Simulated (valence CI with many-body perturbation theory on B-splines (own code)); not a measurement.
## Pr XXIX: electric-dipole lines

Level of theory: configuration interaction combined with many-body perturbation theory (CI+MBPT): three valence electrons over a frozen Dirac-Fock core [Ar] 3d10, a basis of 11 s, 11 p, 9 d, 7 f, 5 g, 2 h, 1 i functions for each j, with the one-electron correlation potential Σ1 (screened to all orders), the two-electron term Σ2, the three-electron term Σ3, Breit, model QED; selected single and double excitations, second order for the rest (own B-spline code, finite nucleus).

The last digits are not significant, and no measured levels were compared; by estimate large intervals hold to a few tenths of a per cent, small ones and those within an open d or f shell to about a per cent.

Lines 101 to 150 of 279 in falling wavelength, among levels below 2601300 cm⁻¹, chosen from the strongest by gf and those to the six lowest levels. Wavelengths and rates use the calculated energies. Electric multipoles are in the length gauge, E1 and E2 with the static RPA response of the core. Weak lines are less certain than strong ones. Lines between different terms over intervals too small for the method are left out, as are lines whose strength nearly cancels. Where a level lies close to another of its J and parity, the split of strength between their lines is uncertain. The highest levels of a list are the least certain.

Levels are named by their leading jj configuration (3d3/2^4 stands for four electrons in 3d with j = 3/2), which in mixed levels can hold well under half, so a name can repeat and another be missing. Letters in brackets count levels of one name in rising energy.

```
λ vac (nm)                          Upper                       Lower   A (s⁻¹)  S (a.u.) with core polarisation  S without
     12.19     (4s 4p1/2 4d5/2) J=5/2 [a]  (4s 4p1/2 4p3/2) J=3/2 [b]  2.69e+09                         1.44e-02   1.56e-02
     12.19     (4s 4p1/2 4d3/2) J=3/2 [b]  (4s 4p1/2 4p3/2) J=3/2 [b]  9.53e+09                         3.41e-02   3.65e-02
     12.17         (4s 4p1/2 4d3/2) J=1/2  (4s 4p1/2 4p3/2) J=3/2 [b]  3.03e+08                         5.39e-04   5.67e-04
     12.11         (4s 4p1/2 4d3/2) J=5/2      (4s 4p1/2 4p3/2) J=5/2  3.31e+10                         1.74e-01   1.87e-01
     12.00     (4s 4p1/2 4d3/2) J=3/2 [a]  (4s 4p1/2 4p3/2) J=3/2 [a]  2.51e+10                         8.55e-02   9.18e-02
     11.95         (4s 4p3/2 4d5/2) J=3/2          (4s^2 4d3/2) J=3/2  2.15e+10                         7.25e-02   7.78e-02
     11.91     (4s 4p3/2 4d3/2) J=3/2 [c]          (4s^2 4d3/2) J=3/2  1.50e+11                         5.00e-01   5.38e-01
     11.88  (4p1/2 4p3/2 4d3/2) J=5/2 [b]      (4s 4p1/2 4d3/2) J=5/2  1.83e+10                         9.08e-02   9.75e-02
     11.75  (4p1/2 4p3/2 4d5/2) J=3/2 [a]  (4s 4p1/2 4d3/2) J=3/2 [a]  2.33e+10                         7.46e-02   8.00e-02
     11.66     (4s 4p3/2 4d3/2) J=3/2 [a]          (4s 4p3/2^2) J=5/2  3.70e+10                         1.16e-01   1.24e-01
     11.65         (4s 4p3/2 4d3/2) J=7/2          (4s 4p3/2^2) J=5/2  1.92e+10                         1.20e-01   1.28e-01
     11.50         (4s 4p1/2 4d3/2) J=5/2  (4s 4p1/2 4p3/2) J=3/2 [a]  1.02e+10                         4.59e-02   4.91e-02
     11.47     (4s 4p3/2 4d3/2) J=1/2 [b]          (4s 4p3/2^2) J=3/2  6.14e+10                         9.14e-02   9.82e-02
     11.43          (4p1/2^2 4d5/2) J=5/2       (4p1/2^2 4p3/2) J=3/2  5.21e+10                         2.31e-01   2.46e-01
     11.33  (4p1/2 4p3/2 4d5/2) J=3/2 [a]       (4p1/2 4p3/2^2) J=3/2  3.92e+10                         1.13e-01   1.21e-01
     11.30  (4p1/2 4p3/2 4d5/2) J=5/2 [a]       (4p1/2 4p3/2^2) J=3/2  3.07e+10                         1.31e-01   1.41e-01
     11.30          (4p1/2 4p3/2^2) J=1/2  (4s 4p1/2 4p3/2) J=3/2 [a]  2.09e+09                         2.98e-03   3.22e-03
     11.27     (4s 4p1/2 4d5/2) J=5/2 [a]      (4s 4p1/2 4p3/2) J=5/2  4.16e+10                         1.76e-01   1.89e-01
     11.27     (4s 4p1/2 4d3/2) J=3/2 [b]      (4s 4p1/2 4p3/2) J=5/2  4.96e+09                         1.40e-02   1.50e-02
     11.26             (4s^2 4d3/2) J=3/2          (4s^2 4p3/2) J=3/2  1.08e+11                         3.05e-01   3.27e-01
     11.25         (4s 4p1/2 4d5/2) J=7/2      (4s 4p1/2 4p3/2) J=5/2  6.49e+10                         3.65e-01   3.90e-01
     11.23         (4s 4p1/2 4d5/2) J=3/2      (4s 4p1/2 4p3/2) J=1/2  1.61e+11                         4.49e-01   4.81e-01
     11.20     (4s 4p1/2 4d5/2) J=5/2 [b]  (4s 4p1/2 4p3/2) J=3/2 [b]  1.41e+11                         5.89e-01   6.31e-01
     11.19  (4p1/2 4p3/2 4d5/2) J=3/2 [b]       (4p1/2 4p3/2^2) J=1/2  8.87e+10                         2.46e-01   2.63e-01
     11.11      (4p1/2 4p3/2 4d5/2) J=1/2       (4p1/2 4p3/2^2) J=1/2  2.08e+11                         2.82e-01   3.03e-01
     11.07  (4p1/2 4p3/2 4d3/2) J=5/2 [b]       (4p1/2 4p3/2^2) J=5/2  5.38e+10                         2.16e-01   2.31e-01
     11.06          (4p3/2^2 4d3/2) J=7/2  (4s 4p1/2 4d5/2) J=5/2 [b]  2.58e+10                         1.37e-01   1.46e-01
     11.05         (4s 4p3/2 4d5/2) J=1/2          (4s 4p3/2^2) J=3/2  5.85e+10                         7.78e-02   8.35e-02
     11.04     (4s 4p3/2 4d5/2) J=5/2 [a]          (4s 4p3/2^2) J=5/2  1.69e+11                         6.72e-01   7.20e-01
     11.03  (4p1/2 4p3/2 4d3/2) J=3/2 [b]       (4p1/2 4p3/2^2) J=5/2  2.89e+10                         7.66e-02   8.21e-02
     11.02         (4s 4p3/2 4d5/2) J=1/2          (4s 4p3/2^2) J=1/2  1.97e+11                         2.60e-01   2.79e-01
     10.97  (4p1/2 4p3/2 4d3/2) J=3/2 [b]       (4p1/2 4p3/2^2) J=3/2  3.63e+10                         9.44e-02   1.01e-01
     10.96  (4p1/2 4p3/2 4d5/2) J=7/2 [b]       (4p1/2 4p3/2^2) J=5/2  8.84e+10                         4.60e-01   4.90e-01
     10.96     (4s 4p1/2 4f7/2) J=7/2 [a]  (4s 4p1/2 4d5/2) J=5/2 [a]  3.01e+10                         1.56e-01   1.66e-01
     10.89         (4s 4p1/2 4d5/2) J=3/2  (4s 4p1/2 4p3/2) J=3/2 [b]  8.02e+10                         2.04e-01   2.20e-01
     10.86         (4s 4p1/2 4f7/2) J=9/2      (4s 4p1/2 4d5/2) J=7/2  4.26e+10                         2.69e-01   2.84e-01
     10.81         (4s 4p1/2 4f5/2) J=7/2  (4s 4p1/2 4d5/2) J=5/2 [b]  1.15e+11                         5.74e-01   6.12e-01
     10.79         (4s 4p3/2 4d5/2) J=3/2          (4s 4p3/2^2) J=3/2  5.33e+10                         1.32e-01   1.42e-01
     10.78             (4s^2 4d5/2) J=5/2          (4s^2 4p3/2) J=3/2  2.43e+11                         9.01e-01   9.65e-01
     10.77         (4s 4p3/2 4d5/2) J=3/2          (4s 4p3/2^2) J=1/2  1.15e+11                         2.84e-01   3.04e-01
     10.77         (4s 4p1/2 4f5/2) J=3/2      (4s 4p1/2 4d3/2) J=1/2  2.61e+10                         6.44e-02   6.79e-02
     10.76     (4s 4p3/2 4d3/2) J=3/2 [c]          (4s 4p3/2^2) J=3/2  1.34e+11                         3.29e-01   3.53e-01
     10.75     (4s 4p1/2 4d5/2) J=5/2 [a]  (4s 4p1/2 4p3/2) J=3/2 [a]  1.46e+11                         5.36e-01   5.74e-01
     10.74     (4s 4p1/2 4d3/2) J=3/2 [b]  (4s 4p1/2 4p3/2) J=3/2 [a]  3.02e+10                         7.41e-02   7.93e-02
     10.73     (4s 4p3/2 4d3/2) J=3/2 [c]          (4s 4p3/2^2) J=1/2  1.45e+11                         3.53e-01   3.79e-01
     10.73         (4s 4p1/2 4d3/2) J=1/2  (4s 4p1/2 4p3/2) J=3/2 [a]  6.09e+09                         7.42e-03   7.96e-03
     10.70     (4s 4p1/2 4f7/2) J=7/2 [b]      (4s 4p1/2 4d5/2) J=7/2  4.19e+10                         2.03e-01   2.17e-01
     10.70     (4s 4p1/2 4f5/2) J=5/2 [b]  (4s 4p1/2 4d3/2) J=3/2 [b]  4.03e+10                         1.46e-01   1.55e-01
     10.70     (4s 4p3/2 4d5/2) J=5/2 [b]          (4s 4p3/2^2) J=3/2  3.51e+11                         1.27e+00   1.36e+00
     10.69  (4p1/2 4p3/2 4d5/2) J=5/2 [b]       (4p1/2 4p3/2^2) J=5/2  3.37e+10                         1.22e-01   1.31e-01
```
